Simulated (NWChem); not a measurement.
System: CH2NO cation; SMILES N=C=[OH+]

```xyz
5

N     -0.0302     1.1896     0.0000
C     -0.0170     0.0422     0.0000
O     -0.1198    -1.1882     0.0000
H     -0.0388     2.2064     0.0000
H      0.7020    -1.7252     0.0000
```
Atoms are numbered in this order, from 1.

All runs: NWChem. All runs use the structure optimised with PBE0/def2-SVP. Level: PBE0/def2-SVP with SMD (1 M gas to 1 M solution), gas-phase geometry. Reactions with the solvent are ignored.

For solvent dichloromethane:

| Item | Value |
|---|---|
| solvation free energy (kcal/mol) | -63.4 |
| cavity-dispersion-structure term (kcal/mol) | 1.6 |

Task: What are these values for solvent water?

Result: The solvation free energy (kcal/mol) is -72.0 and the cavity-dispersion-structure term (kcal/mol) comes out as 5.8.
